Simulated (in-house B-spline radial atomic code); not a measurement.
Radial electron density of Gd²⁺, [Kr] 4d10 4f7 5s2 5p5 5d1 9g1. Level of theory: Dirac-Hartree-Fock, average of configuration, Fermi nucleus of rms radius 5.1569 fm; calculated with an all-electron radial atomic-structure program (B-spline basis).

Columns: r (bohr), 4πr²n(r) (electrons per bohr), bar.

```
0.000714    2.382 #
 0.00094    3.769 ##
 0.00124    5.923 ##
 0.00163    9.144 ####
 0.00215    13.96 ######
 0.00283    20.81 ########
 0.00372    30.12 ############
  0.0049    42.18 #################
 0.00645     56.3 ######################
  0.0085    70.78 ############################
  0.0112    82.38 #################################
  0.0147    87.45 ###################################
  0.0194    84.69 ##################################
  0.0256    78.33 ###############################
  0.0337    78.53 ###############################
  0.0443    91.96 #####################################
  0.0584    109.7 ############################################
  0.0769    110.2 ############################################
   0.101    92.29 #####################################
   0.133    85.86 ##################################
   0.176       99 ########################################
   0.231    88.34 ###################################
   0.304    52.08 #####################
   0.401    42.63 #################
   0.528    49.94 ####################
   0.695    36.25 ##############
   0.915    18.34 #######
    1.21    11.14 ####
    1.59    6.955 ###
    2.09    2.853 #
    2.75   0.7178 
    3.62   0.1251 
    4.77  0.02414 
    6.29  0.01114 
    8.28 5.16e-05 
    10.9    0.015 
    14.4 5.489e-05 
    18.9  0.01747 
    24.9  0.01554 
    32.8 0.0002875 
    43.2   0.0524 
    56.8 0.005807 
    74.9 1.454e-05 
    98.6 6.025e-10 
     130 2.083e-14
```

On this grid the curve has 7 maxima, near 0.0147, 0.0769, 0.176, 0.528, 10.9, 18.9, 43.2 bohr.

The 5d3/2 radial function P(r) = rR(r), positive near the nucleus, with its small component Q(r) (sign convention: Q ≈ (P' + κP/r)/2c):

```json
{"r (bohr)": "0.0085", "P": "0.001001", "Q": "0.001648"}
{"r (bohr)": "0.0147", "P": "0.004041", "Q": "0.004094"}
{"r (bohr)": "0.0256", "P": "0.01566", "Q": "0.009175"}
{"r (bohr)": "0.0443", "P": "0.05222", "Q": "0.01674"}
{"r (bohr)": "0.0769", "P": "0.1355", "Q": "0.02142"}
{"r (bohr)": "0.133", "P": "0.214", "Q": "0.01227"}
{"r (bohr)": "0.231", "P": "0.06572", "Q": "-0.007223"}
{"r (bohr)": "0.401", "P": "-0.2957", "Q": "-0.009267"}
{"r (bohr)": "0.695", "P": "-0.1361", "Q": "0.003918"}
{"r (bohr)": "1.21", "P": "0.5445", "Q": "0.006419"}
{"r (bohr)": "2.09", "P": "0.7247", "Q": "0.001808"}
{"r (bohr)": "3.62", "P": "0.2916", "Q": "-0.0002646"}
{"r (bohr)": "6.29", "P": "0.02202", "Q": "-6.151e-05"}
```
